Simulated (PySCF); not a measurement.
# Working out the ionisation energy of Bi

Bi [Xe] 4f14 5d10 6s2 6p3 (4S) → Bi⁺ [Xe] 4f14 5d10 6s2 6p2 (3P). Calculation: PySCF 2.14, in x2c-TZVPPall; scalar relativity by spin-free X2C-1e. Frozen: [Xe] 4f14 5d10. Energies in hartree (1 hartree = 27.21139 eV):

| part | Bi (lower) | Bi⁺ (upper) |
| --- | --- | --- |
| UHF | -21529.183534 | -21528.880430 |
| CCSD correlation | -0.059581 | -0.046864 |
| (T) | -0.001609 | -0.000867 |

Task: What does Hartree-Fock give?

Result: (-21528.880430) − (-21529.183534) = 0.303104 hartree = 8.248 eV.

Task: What do CCSD and CCSD(T) give?

Result: The CCSD correlation energies differ by 0.012717 hartree = 0.346 eV and the triples by 0.000742 hartree = 0.020 eV, so CCSD gives 8.594 eV and CCSD(T) 8.614 eV.

Reference: 7.286 eV (measured; NIST Atomic Spectra Database, ionization energies), between the lowest levels; spin-orbit coupling is absent from the calculation.

What remains against the reference includes basis incompleteness, the frozen core and higher excitations.
